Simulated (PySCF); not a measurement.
CH8ClSi3 (doublet state).
Z-matrix (Å and degrees, GFN2-xTB geometry), rows numbered from 1:
```
C 
Si  1  1.8990
Si  2  2.3304  1  107.42
Si  3  2.2966  2  121.30  1    54.79
Cl  4  2.0599  3  111.50  2   -41.78
H   1  1.0860  2  111.83  3  -177.53
H   1  1.0867  2  111.08  3   -57.44
H   1  1.0868  2  111.34  3    62.16
H   2  1.4723  1  108.11  3  -125.31
H   2  1.4728  1  108.30  3   119.99
H   3  1.4728  2  111.17  1   177.40
H   3  1.4762  2  109.63  1   -68.40
H   4  1.4708  3  120.45  2    76.71
```

The hyperfine couplings belong to this conformer and change with its torsions.

As a line formula: `C[SiH2][SiH2][SiH]Cl` [radical].

Computed with PySCF 2.14.0, UKS B3LYP, pcH-1 on C Cl H Si, non-relativistic, mean-field spin-orbit, GIAO. The structure is a single GFN2-xTB conformer in the gas phase; no vibrational or solvent corrections. A GFN2-xTB geometry isn't a minimum of the functional, and hyperfine couplings can be far from their values at a DFT geometry, by a factor of two or more for some ions and for spin on atoms past the first row. The SCF solution wasn't tested for stability.

Principal values of hyperfine tensors in MHz (contact, dipolar and spin–orbit terms together), for some of the nuclei:

```csv
atom,isotope,A1,A2,A3
Si4,29Si,-647.38,-411.06,-409.23
H13,1H,43.34,53.19,59.14
Si2,29Si,-59.27,-41.91,-40.98
H9,1H,21.15,22.13,23.68
Cl5,35Cl,-8.92,-6.72,46.94
H12,1H,5.15,6.68,11.89
H11,1H,-5.30,-3.78,0.93
H6,1H,0.91,1.22,2.32
```

(1) Split each tensor into its isotropic and traceless parts, and turn a_iso into mT with g = 2.0074.

(2) What spin density at the nucleus of H13 lies behind its contact coupling (g_N = 5.58569)?

(3) Si3 (29Si, g_N = -1.11058) isn't in the table. Its spin density at the nucleus is 0.05294 bohr⁻³. What is its contact coupling?

(4) Name the largest traceless tensor T of the table and describe it.

(5) What first-order splitting does H13 cause when the field lies along A1, A2 or A3 of its tensor (g taken as isotropic, no quadrupole term)?

Results:

(1) a_iso = (A1 + A2 + A3)/3, Ti = Ai − a_iso; 1 mT corresponds to 28.095 MHz. The tensors hold a spin–orbit part: the run splits a_iso into a_FC + a_SO, and T includes its anisotropic share.

```
atom  a_iso (MHz)     a_FC  a_SO  a_iso (mT)       T1      T2     T3
 Si4      -489.22  -489.73  0.51     -17.413  -158.16   78.16  79.99
 H13        51.89    51.84  0.05       1.847    -8.55    1.30   7.25
 Si2       -47.39   -47.45  0.06      -1.687   -11.88    5.47   6.41
  H9        22.32    22.32  0.00       0.795    -1.17   -0.19   1.36
 Cl5        10.43    10.01  0.42       0.371   -19.35  -17.15  36.51
 H12         7.91     7.91  0.00       0.281    -2.75   -1.23   3.98
 H11        -2.72    -2.72  0.00      -0.097    -2.58   -1.06   3.65
  H6         1.48     1.48  0.00       0.053    -0.57   -0.27   0.84
```

(2) a_FC = 800.24 MHz bohr³ × g_N × ρ(0)/(2S). With a_FC = 51.84 MHz and 2S = 1, ρ(0) = 0.0116 bohr⁻³. In magnitude that is 3.6 % of the 1/π = 0.318 of a free hydrogen atom.

(3) By the same relation, a_FC = -47.1 MHz. Its full tensor has the principal values -63.08, -40.57, -37.36 MHz.

(4) Si4: -158.2, 78.2, 80.0 MHz (the dipolar term alone has -157.7, 77.9, 79.8), axial, in the ratio +1:+1:−2, the form that spin in one p orbital centred on that nucleus gives (the nuclear moment is negative).

(5) 2 lines (I = 1/2), spaced by |A_i|/(g × 13.996): 1.54, 1.89, 2.10 mT along the axes of A1, A2 and A3.
